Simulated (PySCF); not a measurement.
Isomers of C6H10OSi2, one conformer each; single-point electronic energies without zero-point terms and without any empirical dispersion term.

All values: PBE0/pcSseg-1 (PySCF, non-relativistic), each on one gas-phase PBE0-D3(BJ)/def2-SVP geometry that isn't relaxed in the solvent. The solvent is an IEF-PCM continuum (cavity from Bondi-type radii × 1.2). Only the electrostatic response of the medium enters.

```csv
isomer,"relative energy, gas (kcal/mol)",dipole (D)
`c1ccc(cc1)[SiH2]O[SiH3]`,0.0,0.67
`O[SiH2]c1ccc([SiH3])cc1`,23.5,1.61
`C#C[C@@H]1C=CC[Si@@H]1O[SiH3]`,50.2,0.97
`C#C[C@@H]1C=CC[Si@H]1O[SiH3]`,51.3,1.15
```

Problem. How do the relative energies look in benzene (ε = 2.271)?

Solution. 
```
                         isomer  relative energy, solvent (kcal/mol)  E(solvent) − E(gas) (kcal/mol)  dipole in solvent (D)
      `c1ccc(cc1)[SiH2]O[SiH3]`                                  0.0                            -1.2                   0.74
      `O[SiH2]c1ccc([SiH3])cc1`                                 22.4                            -2.4                   1.72
`C#C[C@@H]1C=CC[Si@@H]1O[SiH3]`                                 49.7                            -1.7                   1.14
 `C#C[C@@H]1C=CC[Si@H]1O[SiH3]`                                 50.6                            -1.9                   1.33
```

The order is unchanged. Conformers: `[SiH3:1][O:2][SiH2:3][c:4]1[cH:5][cH:6][cH:7][cH:8][cH:9]1` with Si1–O2–Si3–C4 129°, O2–Si3–C4–C5 0°; `[OH:1][SiH2:2][c:3]1[cH:4][cH:5][c:6]([SiH3:7])[cH:8][cH:9]1` with H–O1–Si2–C3 180°, O1–Si2–C3–C4 -176°; `[CH:1]#[C:2][C@@H:3]1[CH:4]=[CH:5][CH2:6][Si@@H:7]1[O:8][SiH3:9]` with C6–Si7–O8–Si9 -108°, C2–C3–C4–C5 -135°, C4–C5–C6–Si7 12°, C5–C6–Si7–O8 99°, C2–C3–Si7–C6 140°; `[CH:1]#[C:2][C@@H:3]1[CH:4]=[CH:5][CH2:6][Si@H:7]1[O:8][SiH3:9]` with C6–Si7–O8–Si9 51°, C2–C3–C4–C5 -101°, C4–C5–C6–Si7 -18°, C5–C6–Si7–O8 -90°, C2–C3–Si7–C6 97°. `O[SiH2]c1ccc([SiH3])cc1` gains most from the continuum, and it has the largest gas-phase dipole. The gains span 1.2 kcal/mol, the gas-phase energies 51.3 kcal/mol.
